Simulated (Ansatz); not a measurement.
Reaction (atomization): `[F][Sn]([F])[SiH3]`• → 2 F• + 3 H• + Si• + Sn•

Computed with Ansatz on PBE0-D4/def2-TZVP structures; ΔE is electronic, products minus reactants. CCSD(T)/CBS adds triple-zeta CCSD(T) − MP2 to the extrapolated MP2 energy (def2 sets, frozen cores). This one scheme is used for every species, atoms too. For atomizations the MP2-based limit and the directly extrapolated one differ by several kJ/mol either way, and by 10 to 25 for some Ge, Se and Sn compounds, so smaller differences from it don't rank the levels. Functionals use def2-TZVPP. B3LYP here is the variant with VWN-RPA as its local correlation; programs differ in this. HSE06 is defined as in plane-wave codes. No spin–orbit coupling; open shells (•) take unrestricted orbitals. Spin–orbit coupling would lower the free atoms: a little for F, Si; strongly for Sn. Elements past krypton have def2 core potentials. For Sn outer-core shells are correlated without core-valence functions, so the limit isn't a true one: a few kJ/mol of doubt a bond, and 10 to 20 or more in all where bonds break to atoms.

| level | ΔE (kcal/mol) | difference from CCSD(T)/CBS |
| --- | --- | --- |
| LDA (SPW92) | 560.2 | 69.2 |
| PBE-D4 | 493.6 | 2.6 |
| revPBE-D4 | 480.3 | -10.7 |
| BLYP-D4 | 490.8 | -0.2 |
| r2SCAN-D4 | 490.3 | -0.7 |
| B97M-V | 493.0 | 2.0 |
| PBE0-D4 | 478.3 | -12.7 |
| B3LYP-D4 | 485.9 | -5.1 |
| HSE06-D4 | 478.3 | -12.7 |
| BHLYP-D4 | 467.2 | -23.8 |
| CAM-B3LYP-D4 | 489.4 | -1.6 |
| ωB97X-V | 491.8 | 0.8 |
| ωB97M-V | 485.0 | -6.0 |
| B2PLYP | 479.3 | -11.7 |
| PBE-QIDH | 474.2 | -16.8 |
| revPBE | 471.9 | -19.1 |
| BLYP | 483.6 | -7.4 |
| r2SCAN | 489.5 | -1.5 |
| PBE0 | 475.4 | -15.6 |
| B3LYP | 480.4 | -10.6 |
| r2SCANh | 483.2 | -7.8 |
| r2SCAN0 | 474.3 | -16.7 |
| HSE06 | 475.6 | -15.4 |
| BHLYP | 462.2 | -28.8 |
| CAM-B3LYP | 486.4 | -4.6 |
| LC-ωPBE | 483.1 | -7.9 |
| HF/def2-SVP | 331.9 | -159.1 |
| MP2/def2-SVP | 449.9 | -41.1 |
| CCSD/def2-SVP | 436.1 | -54.9 |
| CCSD(T)/def2-SVP | 441.0 | -50.0 |
| HF/def2-TZVPP | 344.0 | -147.0 |
| MP2/def2-TZVPP | 477.3 | -13.7 |
| SCS-MP2/def2-TZVPP | 474.0 | -17.0 |
| CCSD/def2-TZVPP | 462.9 | -28.1 |
| CCSD(T)/def2-TZVPP | 471.2 | -19.8 |
| HF/def2-QZVPP | 347.1 | -143.9 |
| MP2/def2-QZVPP | 489.8 | -1.2 |
| SCS-MP2/def2-QZVPP | 487.2 | -3.8 |
| HF/CBS(def2) | 347.6 | -143.4 |
| CCSD/CBS(def2) | 482.7 | -8.3 |
| CCSD(T)/CBS | 491.0 | 0 |

Largest T1 diagnostic among the species: 0.018.

From PBE to PBE0 (25 % exact exchange), in def2-TZVPP and without D4, ΔE moves by −14.9 kcal/mol: exact exchange takes away binding that semilocal exchange gives to molecules. In def2-TZVPP, CCSD(T) changes the Hartree–Fock value by +127.1 kcal/mol (the triples alone add +8.3 kcal/mol) and MP2 by +133.2 kcal/mol; breaking electron pairs costs correlation energy, which Hartree–Fock lacks. The D4 term adds +5.5 kcal/mol with B3LYP and +2.9 kcal/mol with PBE0; it sums over pairs of atoms, weighted by their polarisabilities, and B3LYP, whose exchange is more repulsive, gets the larger term.
